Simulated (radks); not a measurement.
Isoelectronic series with 4 electrons, all held in the configuration [He] 2s2, which need not be the ground one along the series. Calculated with a radial shooting solver on a logarithmic mesh with Libxc functionals: Dirac Kohn-Sham, PBEsol, spin-unpolarised, spherical densities, point nucleus. Total energies (hartree) and mean radii <r> (bohr):

ion    E (hartree)    2s1/2    1s1/2
Be       -14.53518    2.615   0.4221
N3+      -50.96578    1.107   0.2294
Ne6+    -109.98974   0.7091   0.1572
Al9+    -191.69025   0.5219   0.1194
S12+    -296.19331   0.4128  0.09622
K15+    -423.66198   0.3411  0.08049
Ti18+   -574.29698   0.2904  0.06912
Mn21+   -748.33814   0.2526  0.06052
Ni24+   -946.06625   0.2233  0.05377
Ga27+  -1167.80533   0.1999  0.04833
Se30+  -1413.92533   0.1807  0.04384
Rb33+  -1684.84524   0.1647  0.04008
Zr36+  -1981.03681   0.1512  0.03688
Tc39+  -2303.02887   0.1395  0.03412
Pd42+  -2651.41237   0.1294  0.03170
In45+  -3026.84621   0.1205  0.02958
Te48+  -3430.06412   0.1126  0.02769
Cs51+   -3861.8827   0.1056  0.02600
Ce54+   -4323.2108  0.09923  0.02447
Pm57+   -4815.0608  0.09348  0.02308
Gd60+   -5338.5613  0.08824  0.02182
Ho63+   -5894.9736  0.08344  0.02066
Yb66+   -6485.7094  0.07902  0.01958
Ta69+   -7112.3544  0.07493  0.01859
